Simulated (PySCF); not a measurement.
Geometry (Å), atoms numbered from 1 in this order:
```xyz
12

C     1.657   -0.251   -0.115
O     0.634    0.118   -1.021
C    -0.488    0.695   -0.438
C    -1.349   -0.294    0.363
F    -2.577    0.207    0.569
F    -0.845   -0.560    1.580
F    -1.500   -1.466   -0.256
H     2.508   -0.530   -0.731
H     1.367   -1.104    0.506
H     1.928    0.591    0.531
H    -0.229    1.522    0.241
H    -1.107    1.072   -1.257
```

Non-relativistic, in vacuum, a single conformation, one averaged value for each set of equivalent atoms. Shieldings: GIAO PBE0/pcSseg-1; geometry from GFN2-xTB; J: B3LYP/pcJ-1 (spin–dipole term only in couplings to heteroatoms); PySCF 2.14.0 with density-fitted response routines.

Problem. List the cross peaks expected in HSQC, COSY and HMBC spectra.

Solution. 

HSQC (one-bond C–H):
```tsv
δH	δC	¹J(C,H) (Hz)
3.93 (H11/H12)	75.1 (C3)	152
3.64 (H8/H9/H10)	61.7 (C1)	147
```

HMBC (two and three bonds, |J| ≥ 2.5 Hz):
```tsv
δH	δC [abs. J in Hz]
3.93 (H11/H12)	61.7 (C1) [7.8]
3.64 (H8/H9/H10)	75.1 (C3) [5.4]
```

No COSY cross peaks are expected.

δ = σ(ref) − σ, references computed at the same level: TMS for ¹H (σref 31.72) and ¹³C (σref 186.93).

Short H···H contacts in this conformer between protons four or more bonds apart (candidates for NOE cross peaks, intensity ∝ r⁻⁶): H10···H11 2.37 Å.

Common functionals overestimate the size of one-bond C–F couplings by tens of Hz; these are unscaled. Shifts are as computed. Against solution values, carbons near 30 ppm lie about +3 ppm off and those near 130 ppm about +5 ppm. Of 1211 compounds with measured shifts, 218 miss one by over three times the rms of a fit or turn the order of signals round; such compounds aren't used in these exercises.
